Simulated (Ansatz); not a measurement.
The cluster MgBr₂, relaxed as a singlet with RKS PBE-D4/def2-TZVP in Ansatz, starting from the GFN1-xTB geometry. Force threshold 0.02 eV/Å.

The structure comes from a short search, and lower isomers may exist.

Start:

```xyz
3

Mg   -1.559    0.133   -0.178
Br    0.612   -0.377    1.437
Br    0.947    0.244   -1.259
```

```csv
step,energy (eV),largest force component (eV/Å),SCF passes
1,-145513.2865,1.523,49
2,-145514.3376,2.240,48
3,-145515.2640,1.328,26
4,-145515.8564,0.819,26
5,-145516.2332,0.702,19
6,-145516.5209,0.527,24
7,-145516.7002,0.347,19
8,-145516.8053,0.184,19
9,-145516.8494,0.042,19
10,-145516.8513,0.002,19
```

Force components are those of the run's own axes.

End:

```tsv
atom	x (Å)	y (Å)	z (Å)
Mg1	-0.0001	0.0000	0.0000
Br2	-0.2706	-0.5211	2.2588
Br3	0.2708	0.5211	-2.2589
```

Bonds lost: Br2–Br3 (atoms count from 1). The end is the same structure that another start reached, the lowest one found.

No frequencies were taken in this run, so the end may be a saddle point.

Run time 10 s (4 threads of Arm Neoverse V1 on a shared host).
